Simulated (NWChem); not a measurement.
System: C₃H₅NO; SMILES C/C=N\C=O

Here is an NWChem input.

```
start job
memory heap 200 mb stack 900 mb global 1100 mb
geometry units angstroms noautosym nocenter noautoz
  C     -0.740260    -1.703081     0.071140
  C      0.607938    -1.103248    -0.215352
  N      0.985743     0.097259    -0.032215
  C      0.169160     1.137915     0.404038
  O     -0.737878     1.634859    -0.231539
  H     -1.456385    -0.964120     0.435693
  H     -1.138836    -2.156789    -0.845183
  H     -0.639146    -2.513002     0.805298
  H      1.358412    -1.791077    -0.619923
  H      0.510041     1.547221     1.375278
end
basis spherical
  * library pcsseg-1
end
dft
  xc pbe0
  iterations 150
end
property
  shielding
end
task dft property
```

Excerpt of the output:

```
             Northwest Computational Chemistry Package (NWChem) 7.3.0
             --------------------------------------------------------

                             Geometry "geometry" -> ""
                             -------------------------

 Output coordinates in angstroms (scale by  1.889725989 to convert to a.u.)

  No.       Tag          Charge          X              Y              Z
 ---- ---------------- ---------- -------------- -------------- --------------
    1 C                    6.0000    -0.74026000    -1.70308100     0.07114000
    2 C                    6.0000     0.60793800    -1.10324800    -0.21535200
    3 N                    7.0000     0.98574300     0.09725900    -0.03221500
    4 C                    6.0000     0.16916000     1.13791500     0.40403800
    5 O                    8.0000    -0.73787800     1.63485900    -0.23153900
    6 H                    1.0000    -1.45638500    -0.96412000     0.43569300
    7 H                    1.0000    -1.13883600    -2.15678900    -0.84518300
    8 H                    1.0000    -0.63914600    -2.51300200     0.80529800
    9 H                    1.0000     1.35841200    -1.79107700    -0.61992300
   10 H                    1.0000     0.51004100     1.54722100     1.37527800

 Effective nuclear repulsion energy (a.u.)     161.1277111724

                              NWChem Property Module
                              ----------------------

  itol2e modified to match energy
  convergence criterion.

                                 NWChem DFT Module
                                 -----------------

 Summary of "ao basis" -> "ao basis" (spherical)
 ------------------------------------------------------------------------------
       Tag                 Description            Shells   Functions and Types
 ---------------- ------------------------------  ------  ---------------------
 C                          pcsseg-1                 7       17   3s3p1d
 N                          pcsseg-1                 7       17   3s3p1d
 O                          pcsseg-1                 7       17   3s3p1d
 H                          pcsseg-1                 3        5   2s1p

  itol2e modified to match energy
  convergence criterion.

            General Information
            -------------------
          SCF calculation type: DFT
          Wavefunction type:  closed shell.
          No. of atoms     :    10
          No. of electrons :    38
           Alpha electrons :    19
            Beta electrons :    19
          Charge           :     0
          Spin multiplicity:     1
          Use of symmetry is: off; symmetry adaption is: off
          Maximum number of iterations: 150
          AO basis - number of functions:   110
                     number of shells:    50
          Convergence on energy requested:  1.00D-07
          Convergence on density requested:  1.00D-05
          Convergence on gradient requested:  5.00D-04

              XC Information
              --------------
                         PBE0 Method XC Functional
                     Hartree-Fock (Exact) Exchange  0.250
          PerdewBurkeErnzerhof Exchange Functional  0.750
            Perdew 1991 LDA Correlation Functional  1.000 local
           PerdewBurkeErnz. Correlation Functional  1.000 non-local

[...]

          -----------------------------------------
          Chemical Shielding Tensors (GIAO, in ppm)
          -----------------------------------------

                                NWChem CPHF Module
                                ------------------

  scftype          =     RHF
  nclosed          =       19
  nopen            =        0
  variables        =     1729
  # of vectors     =        3
  tolerance        = 0.10D-03
  level shift      = 0.00D+00
  max iterations   =       50
  max subspace     =       30

 SCF residual:    1.3273277033753024E-004

Iterative solution of linear equations
  No. of variables     1729
  No. of equations        3
  Maximum subspace       30
        Iterations       50
       Convergence  1.0D-04

   iter   nsub   residual    time
   ----  ------  --------  ---------
     1      3    6.68D-01      65.5
     2      6    9.93D-02      70.1
     3      9    5.61D-03      74.6
     4     12    5.95D-04      79.0
     5     15    3.70D-05      83.7

      Atom:    1  C
        Diamagnetic
    256.1838      6.3786     -1.9230
      6.3786    251.5815     -1.2448
     -1.9230     -1.2448    245.8035

        Paramagnetic
    -76.2478      3.2237     -6.4480
      3.2237   -111.4578     -2.2776
     -6.4480     -2.2776    -83.0125

        Total Shielding Tensor
    179.9360      9.6023     -8.3710
      9.6023    140.1237     -3.5224
     -8.3710     -3.5224    162.7910

           isotropic =     160.9502
          anisotropy =      37.0360

          Principal Components and Axis System
                 1           2           3
              185.6409    159.3873    137.8225

      1         0.9048      0.3711     -0.2090
      2         0.2191      0.0152      0.9756
      3        -0.3652      0.9285      0.0676

      Atom:    2  C
        Diamagnetic
    257.8479      9.7182     -4.2081
      9.7182    262.7680      3.3357
     -4.2081      3.3357    238.7239

        Paramagnetic
   -286.3084     10.9589     64.1929
     10.9589   -289.6981    -45.2033
     64.1929    -45.2033   -136.1085

        Total Shielding Tensor
    -28.4606     20.6771     59.9848
     20.6771    -26.9301    -41.8675
     59.9848    -41.8675    102.6153

           isotropic =      15.7416
          anisotropy =     175.0268

          Principal Components and Axis System
                 1           2           3
              132.4261    -77.6439     -7.5575

      1         0.3193      0.7084      0.6295
      2        -0.2018     -0.5981      0.7756
      3         0.9259     -0.3747     -0.0480

      Atom:    3  N
        Diamagnetic
    324.8582     -6.7143     -1.8578
     -6.7143    346.7351      8.1011
     -1.8578      8.1011    323.8856

        Paramagnetic
   -504.3110     70.9401     64.4445
     70.9401   -670.0828    -85.1303
     64.4445    -85.1303   -260.9068

        Total Shielding Tensor
   -179.4528     64.2258     62.5867
     64.2258   -323.3477    -77.0292
     62.5867    -77.0292     62.9787

           isotropic =    -146.6073
          anisotropy =    -333.0681

          Principal Components and Axis System
                 1           2           3
             -368.6526   -158.5423     87.3731

      1        -0.3770      0.9063      0.1909
      2         0.9008      0.4068     -0.1520
      3         0.2154     -0.1146      0.9698

      Atom:    4  C
        Diamagnetic
    252.8235    -15.3677      5.2660
    -15.3677    253.2992      3.7518
      5.2660      3.7518    246.4583

        Paramagnetic
   -203.6463     47.1241    -16.5344
     47.1241   -259.6944    -75.7759
    -16.5344    -75.7759   -277.2873

        Total Shielding Tensor
     49.1771     31.7564    -11.2684
     31.7564     -6.3953    -72.0241
    -11.2684    -72.0241    -30.8290

           isotropic =       3.9843
          anisotropy =    -145.0414

          Principal Components and Axis System
                 1           2           3
              -92.7099     83.8215     20.8414

      1        -0.0876      0.6810      0.7270
      2         0.6570      0.5881     -0.4717
      3         0.7488     -0.4364      0.4989

      Atom:    5  O
        Diamagnetic
    408.5290     -7.3353      8.3879
     -7.3353    399.0222     -8.2671
      8.3879     -8.2671    396.5701

        Paramagnetic
   -647.9930    414.5714   -314.2126
    414.5714   -589.6068    -50.8202
   -314.2126    -50.8202   -678.9028

        Total Shielding Tensor
   -239.4641    407.2361   -305.8247
    407.2361   -190.5846    -59.0873
   -305.8247    -59.0873   -282.3327

           isotropic =    -237.4605
          anisotropy =    -715.7596

          Principal Components and Axis System
                 1           2           3
             -714.6335    308.0433   -305.7911

      1         0.7304      0.6807     -0.0561
      2        -0.5173      0.6049      0.6054
      3         0.4460     -0.4132      0.7940

      Atom:    6  H
        Diamagnetic
     33.3044     -3.3361     -4.5832
     -3.3361     30.6895      2.4546
     -4.5832      2.4546     22.3979

        Paramagnetic
     -2.1849      1.9160      2.7951
      1.9160     -0.1651     -1.6501
      2.7951     -1.6501      3.4789

        Total Shielding Tensor
     31.1195     -1.4201     -1.7881
     -1.4201     30.5244      0.8046
     -1.7881      0.8046     25.8768

           isotropic =      29.1736
          anisotropy =       5.4359

          Principal Components and Axis System
                 1           2           3
               32.7975     29.4236     25.2996

      1         0.7722      0.5720      0.2768
      2        -0.5768      0.8137     -0.0723
      3        -0.2666     -0.1038      0.9582

      Atom:    7  H
        Diamagnetic
     28.1511      5.0751      5.3990
      5.0751     27.5698      5.4879
      5.3990      5.4879     31.6059

        Paramagnetic
      0.3905     -3.4485     -2.6767
     -3.4485      1.0208     -2.9740
     -2.6767     -2.9740     -0.3701

[...]
```

Level: PBE0/pcSseg-1, GIAO. Geometry: optimised at B3LYP/6-31G* (spherical d). The printed shielding anisotropy is the first printed principal value minus the mean of the other two.
